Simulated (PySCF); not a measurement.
This PySCF input asks for the NMR shieldings of `Cc1ncnn1[Si](C)(C)C`, C$_{6}$H$_{13}$N$_{3}$Si; the geometry comes from GFN2-xTB.

```python
import basis_set_exchange as bse
import numpy as np
from pyscf import gto, dft
from pyscf.prop import nmr

atoms = """
C     2.091529   -1.468878    0.065173
C     1.913750   -0.000557    0.104722
N     2.885022    0.876963    0.195541
C     2.240076    2.063605    0.188277
N     0.942776    1.960065    0.098738
N     0.713323    0.626476    0.042042
Si   -0.969111    0.060214   -0.053905
C    -2.000867    1.617581   -0.369468
C    -1.392214   -0.757499    1.614818
C    -1.100724   -1.184350   -1.491277
H     1.421898   -1.954072    0.771453
H     3.122104   -1.701554    0.317248
H     1.878401   -1.847817   -0.933124
H     2.748978    3.003828    0.250506
H    -1.863181    2.340356    0.428056
H    -1.705086    2.101603   -1.294886
H    -3.058311    1.381502   -0.435541
H    -2.431655   -1.068917    1.636731
H    -0.786269   -1.637129    1.812441
H    -1.239006   -0.064724    2.437335
H    -0.636069   -0.800376   -2.394926
H    -0.636872   -2.138123   -1.259494
H    -2.143244   -1.381211   -1.720382
"""
names = dict.fromkeys(["C", "N", "Si", "H"], "pcSseg-1")
basis = {el: gto.basis.parse(bse.get_basis(n, elements=[el], fmt="nwchem")) for el, n in names.items()}
mol = gto.M(atom=atoms, basis=basis, charge=0, verbose=0)
mf = dft.RKS(mol, xc="PBE0")
mf.grids.level = 2
mf.grids.alignment = dft.numint.BLKSIZE   # the property module wants whole blocks of grid points
mf.conv_tol = 1e-9
mf.kernel()

calc = nmr.RKS(mf)   # GIAO
C = mf.mo_coeff
Co = C[:, mf.mo_occ > 0]
resp = mf.gen_response(singlet=True, hermi=2)
def vind(x):   # induced exchange potential for any number of trial vectors
    d = np.einsum("pi,xij,qj->xpq", C, 2 * x.reshape(-1, C.shape[1], Co.shape[1]), Co, optimize=True)
    return np.einsum("xpq,pi,qj->xij", resp(d - d.transpose(0, 2, 1)), C, Co, optimize=True).ravel()
mo1, _ = nmr.rhf.solve_mo1(calc, with_cphf=vind)
sigma = calc.kernel(mo1)
for i, s in enumerate(sigma):   # ppm
    print("%2d %-2s %9.2f" % (i, mol.atom_pure_symbol(i), np.trace(s) / 3))
```

Task: What does it print?

Result: 
```
 0 C     171.05
 1 C      24.52
 2 N     -30.19
 3 C      29.99
 4 N     -74.61
 5 N      26.22
 6 Si    336.42
 7 C     186.27
 8 C     186.65
 9 C     186.65
10 H      29.38
11 H      28.75
12 H      29.29
13 H      23.92
14 H      30.51
15 H      30.91
16 H      31.69
17 H      31.60
18 H      31.22
19 H      31.41
20 H      31.38
21 H      31.10
22 H      31.48
```

These numbers come from an equivalent density-fitted implementation of the same equations, which agrees with the script to about 0.01 ppm for H and up to a few tenths of a ppm for heavy atoms, so last digits may differ.

Task: Turn these shieldings into chemical shifts. Scale: ¹³C (σref 186.93) and ²⁹Si (σref 349.16) and ¹H (σref 31.72) against TMS; ¹⁵N (σref 267.73) against NH3 (reference shieldings calculated alike).

Result: Averaging equivalent atoms: C 1: 162.4; C 3: 156.9; C 0: 15.9; C 7/8/9: 0.4; N 4: 342.3; N 2: 297.9; N 5: 241.5; Si 6: 12.7; H 13: 7.80; H 10/11/12: 2.58; H 14/15/16/17/18/19/20/21/22: 0.46 ppm. Experimental scales use liquid or dissolved standards, which lie at an offset from isolated NH3 (liquid NH3: subtract about 20 ppm). Unscaled 15N shifts of sp2 nitrogen come out 20 to 40 ppm too high even then.

Size and cost of the density-fitted run: 242 basis functions, 4.2 min wall time (2.6 min CPU) on 1 thread of an Intel Xeon, shared host; peak memory 1.1 GiB.
